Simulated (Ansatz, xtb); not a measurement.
# Relative energy of two isomers of C4H6BNOS

We compare a, `Bc1scnc1OC`, a singlet, with b, `Bc1cnc(OC)s1`, a singlet. Both are isolated molecules in the gas phase, relaxed with B3LYP-D3(BJ)/def2-SVP; the shapes shown needn't be the lowest conformers.

a (Å):

```yaml
atoms:
  - { symbol: C, position_ang: [0.3415, -1.1233, 0.9098] }
  - { symbol: C, position_ang: [0.7358, -3.2310, -0.2971] }
  - { symbol: C, position_ang: [0.6454, -1.0473, -0.4629] }
  - { symbol: C, position_ang: [1.0351, 0.0883, -2.4952] }
  - { symbol: B, position_ang: [0.0539, -0.0237, 1.9038] }
  - { symbol: N, position_ang: [0.8614, -2.2178, -1.1202] }
  - { symbol: O, position_ang: [0.7222, 0.1113, -1.1061] }
  - { symbol: S, position_ang: [0.3476, -2.8299, 1.3270] }
  - { symbol: H, position_ang: [0.0683, 1.1245, 1.5403] }
  - { symbol: H, position_ang: [-0.1894, -0.2896, 3.0556] }
  - { symbol: H, position_ang: [0.8671, -4.2693, -0.6117] }
  - { symbol: H, position_ang: [2.0178, -0.3753, -2.6712] }
  - { symbol: H, position_ang: [1.0470, 1.1370, -2.8171] }
  - { symbol: H, position_ang: [0.2778, -0.4752, -3.0614] }
```

b (Å):

```csv
atom,x (Å),y (Å),z (Å)
C,-0.2190,0.5632,1.8449
C,0.5458,-0.4368,1.2539
C,-0.1341,0.4818,-0.6096
C,0.3851,-0.1757,-2.7990
B,-0.4304,0.8234,3.3201
N,0.5947,-0.4844,-0.1003
O,-0.2936,0.7079,-1.9006
S,-0.9325,1.5193,0.5395
H,-1.1222,1.7299,3.7124
H,0.1159,0.0942,4.1122
H,1.0998,-1.1756,1.8378
H,1.4719,-0.1312,-2.6350
H,0.1309,0.1709,-3.8075
H,0.0486,-1.2118,-2.6475
```

Energies in hartree; the thermal terms are from GFN2-xTB frequencies at re-optimised GFN2-xTB minima (ideal gas, soft modes damped towards free rotors, one conformer each, 298.15 K, 1 atm) and include the zero-point energy:

```
                              a           b
E, CCSD(T)/def2-SVP  −707.278124  −707.279989
    E, MP2/def2-SVP  −707.180629  −707.182098
  E, MP2/def2-TZVPP  −707.935375  −707.936916
  zero-point energy     0.095774     0.095757
       H(298 K) − E     0.105132     0.105226
       G(298 K) − E     0.062685     0.062494
```

**Question.** Correct the CCSD(T) difference for the basis set by the MP2 change, then work out ΔE, ΔE₀, ΔH and ΔG for a → b in kJ/mol (1 Eh = 2625.50 kJ/mol) and the equilibrium ratio [b]/[a].

**Answer.** 1. Differences b − a: CCSD(T) −0.001865, MP2 in the small set −0.001469, MP2 in the large set −0.001541 Eh.
2. ΔE = −0.001865 + (−0.001541 − (−0.001469)) = −0.001937 Eh = −5.09 kJ/mol.
3. ΔE₀ = ΔE + ΔZPE = −0.001937 + (−0.000017) Eh = −5.13 kJ/mol.
4. ΔH = ΔE + (+0.000094) Eh = −4.84 kJ/mol.
5. ΔG = ΔE + (−0.000191) Eh = −5.59 kJ/mol, so ΔS = (ΔH − ΔG)/T = +2.5 J/(mol K).
6. kT = 0.9442 mEh, so K = [b]/[a] = exp(−ΔG/kT) = exp(+2.25) ≈ 9.5.

Structure b is favoured at this temperature. An error of 4 kJ/mol in ΔG would change K by a factor of 5. Mirror images and further conformers aren't counted.

As drawn, both hold the same kinds of bond in the same numbers.

Other levels gave ΔE = −7.8 (GFN2-xTB); −11.0 (HF/STO-3G, GFN2-xTB geometries); −4.8 (r2SCAN-D4/def2-SVP, GFN2-xTB geometries); −5.9 (B3LYP-D3(BJ)/def2-SVP); −12.5 (HF/def2-SVP); −3.9 (MP2/def2-SVP); −4.9 (CCSD(T)/def2-SVP) kJ/mol. The correlated steps freeze 12 core orbitals. Programs: Ansatz 0.2.0, xtb 6.7.1.
